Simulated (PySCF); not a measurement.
How the functional moves excitation energies

Species: C3H4BCl2N.
SMILES: `[H]/N=C(\C=C)B(Cl)Cl`

Linear-response calculations in the def2-SVPD basis (PySCF; singlets by full response, triplets Tamm–Dancoff, core orbitals frozen in the response; HF means time-dependent Hartree–Fock). 'Strongest' is the level of largest summed f among the singlets computed (10 roots, of which the last may lack a degenerate partner); it can jump between rows when another state enters that window. S1 is the lowest singlet of each run and needn't be the same state throughout; f(S1) is that of one state. Geometry: PBE0-D3(BJ)/def2-SVP, one conformer, isolated molecule.

```tsv
functional	kind	S1 (eV)	f(S1)	strongest (eV)	T1 (eV)	HOMO (eV)	gap (eV)	ionisation energy, ΔSCF (eV)
LDA	LDA	3.51	0.006	5.82	2.99	-6.46	3.21	9.55
PBE	GGA	3.63	0.005	5.85	3.03	-6.37	3.36	9.40
B3LYP	global hybrid, 20% exact exchange	4.12	0.005	6.05	3.37	-7.66	5.41	9.76
PBE0	global hybrid, 25% exact exchange	4.17	0.005	6.17	3.32	-7.91	5.83	9.78
BHandHLYP	global hybrid, 50% exact exchange	4.63	0.005	6.41	3.29	-9.01	8.06	9.87
wB97X-D	range-separated hybrid	4.39	0.005	6.27	3.50	-9.83	9.56	9.94
LC-wPBE	range-separated hybrid	4.53	0.005	6.63	3.38	-10.69	10.87	10.09
HF	Hartree–Fock	5.27	0.006	6.40	2.88	-10.39	12.19	not settled
```

Task: What does CAM-B3LYP (range-separated hybrid) give?

Result: S1 (eV) 4.40, f(S1) 0.005, strongest (eV) 6.26, T1 (eV) 3.42, HOMO (eV) -9.32, gap (eV) 8.41, ionisation energy, ΔSCF (eV) 9.98. S1 runs from 3.51 eV (LDA) to 5.27 eV (HF), a spread of 1.76 eV, while the orbital gap spreads over 9.0 eV. Along PBE (0%), B3LYP (20%), PBE0 (25%), BHandHLYP (50%), HF (100%) S1 rises with the share of exact exchange. −ε(HOMO) comes closest to its own ΔSCF ionisation energy with wB97X-D (-0.11 eV) and misses most with LDA (-3.09 eV). 'Not settled' means that the ion's SCF failed to converge or may have ended in another state than the lowest.
